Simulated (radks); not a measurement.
Values are calculated unless marked as measured or tabulated.
Neutral indium inside a hard spherical wall (all orbitals vanish at R), configuration held at [Kr] 4d10 5s2 5p1 and not refilled when levels cross. Level of theory: scalar-relativistic Kohn-Sham, LDA (Slater exchange, VWN5 correlation), spin-polarised, spherical densities, finite nucleus; open shells are filled with parallel spins first (spin-orbit coupling, left out, can overturn this in heavy ions); Fermi nuclear charge, rms radius 4.6156 fm (a radial shooting solver on a logarithmic mesh with Libxc functionals). Eigenvalues in eV for spin up, with the zero of energy where the potential of the charges vanishes at infinity; a dash marks a level that is unbound or too diffuse for the functional's potential to be trusted. A positive occupied level is held by the wall or, in an anion where self-interaction has pushed it up, behind a barrier. The pressure on the wall is -dE/dV.

| R (bohr) | E (hartree) | kinetic (hartree) | e(4p) | e(4d) | e(5s) | e(5p) | e(6s, empty) | e(5d, empty) | pressure (GPa) |
|---|---|---|---|---|---|---|---|---|---|
| free | -5876.33075 | 6122.962 | -78.021 | -18.713 | -8.671 | -2.906 | -0.392 | - | 0 |
| 20 | -5876.33075 | 6122.962 | -78.021 | -18.713 | -8.671 | -2.906 | -0.371 | 0.610 | < 0.0001 |
| 15 | -5876.33074 | 6122.962 | -78.019 | -18.711 | -8.669 | -2.905 | -0.258 | 0.888 | < 0.0001 |
| 12 | -5876.33059 | 6122.964 | -78.001 | -18.693 | -8.655 | -2.889 | 0.059 | 1.290 | 0.00229 |
| 10 | -5876.32979 | 6122.970 | -77.933 | -18.627 | -8.604 | -2.826 | 0.703 | 1.872 | 0.0204 |
| 8 | -5876.32470 | 6123.001 | -77.673 | -18.372 | -8.409 | -2.551 | 2.543 | 3.177 | 0.209 |
| 7 | -5876.31482 | 6123.056 | -77.334 | -18.041 | -8.149 | -2.149 | 4.672 | 4.490 | 0.754 |
| 6 | -5876.28635 | 6123.200 | -76.644 | -17.373 | -7.578 | -1.250 | 8.783 | 6.830 | 3.07 |
| 4 | -5875.86804 | 6124.971 | -71.939 | -12.905 | -2.205 | 6.567 | 37.433 | 21.790 | 89.6 |
| 3 | -5874.32638 | 6130.919 | -62.931 | -4.260 | 12.296 | 25.458 | 94.385 | 50.558 | 857 |
| 2.5 | -5871.47179 | 6141.502 | -51.908 | 6.986 | 34.682 | 52.674 | 165.63 | 86.412 | 3480 |
